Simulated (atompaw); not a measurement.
**Reading a pseudo-wave (Si)**

Columns: radius, all-electron u(r) and pseudo u(r) of the 3s shell (level -39.49 eV) of silicon in the configuration [Ne] 3s1 3p0; PBE, scalar-relativistic, PAW (atompaw) scheme, atompaw 4.2.0.5.

```json
{"r (bohr)": "0.075", "all-electron": "0.2013", "pseudo": "0.0704"}
{"r (bohr)": "0.150", "all-electron": "-0.0044", "pseudo": "0.1402"}
{"r (bohr)": "0.225", "all-electron": "-0.2271", "pseudo": "0.2088"}
{"r (bohr)": "0.300", "all-electron": "-0.3651", "pseudo": "0.2758"}
{"r (bohr)": "0.375", "all-electron": "-0.4096", "pseudo": "0.3406"}
{"r (bohr)": "0.450", "all-electron": "-0.3797", "pseudo": "0.4028"}
{"r (bohr)": "0.525", "all-electron": "-0.2988", "pseudo": "0.4618"}
{"r (bohr)": "0.600", "all-electron": "-0.1870", "pseudo": "0.5173"}
{"r (bohr)": "0.675", "all-electron": "-0.0598", "pseudo": "0.5689"}
{"r (bohr)": "0.750", "all-electron": "0.0714", "pseudo": "0.6164"}
{"r (bohr)": "0.825", "all-electron": "0.1991", "pseudo": "0.6596"}
{"r (bohr)": "0.900", "all-electron": "0.3183", "pseudo": "0.6981"}
{"r (bohr)": "0.975", "all-electron": "0.4259", "pseudo": "0.7320"}
{"r (bohr)": "1.050", "all-electron": "0.5202", "pseudo": "0.7612"}
{"r (bohr)": "1.125", "all-electron": "0.6006", "pseudo": "0.7856"}
{"r (bohr)": "1.200", "all-electron": "0.6671", "pseudo": "0.8053"}
{"r (bohr)": "1.275", "all-electron": "0.7202", "pseudo": "0.8202"}
{"r (bohr)": "1.350", "all-electron": "0.7608", "pseudo": "0.8306"}
{"r (bohr)": "1.425", "all-electron": "0.7900", "pseudo": "0.8365"}
{"r (bohr)": "1.500", "all-electron": "0.8088", "pseudo": "0.8380"}
{"r (bohr)": "1.575", "all-electron": "0.8185", "pseudo": "0.8353"}
{"r (bohr)": "1.650", "all-electron": "0.8199", "pseudo": "0.8286"}
{"r (bohr)": "1.725", "all-electron": "0.8143", "pseudo": "0.8179"}
{"r (bohr)": "1.800", "all-electron": "0.8024", "pseudo": "0.8035"}
{"r (bohr)": "1.875", "all-electron": "0.7853", "pseudo": "0.7855"}
{"r (bohr)": "1.950", "all-electron": "0.7639", "pseudo": "0.7639"}
```

(1) How many radial nodes do the two functions have?

(2) Is the pseudo-wave norm-conserving?

## Answers

(1) The all-electron 3s function has n − l − 1 = 2; the pseudo-wave has 0, since the states of the same l below it are removed with the core.

(2) No, it belongs to a PAW set: the norm inside the radius is not constrained, and the difference is carried by the augmentation charge.
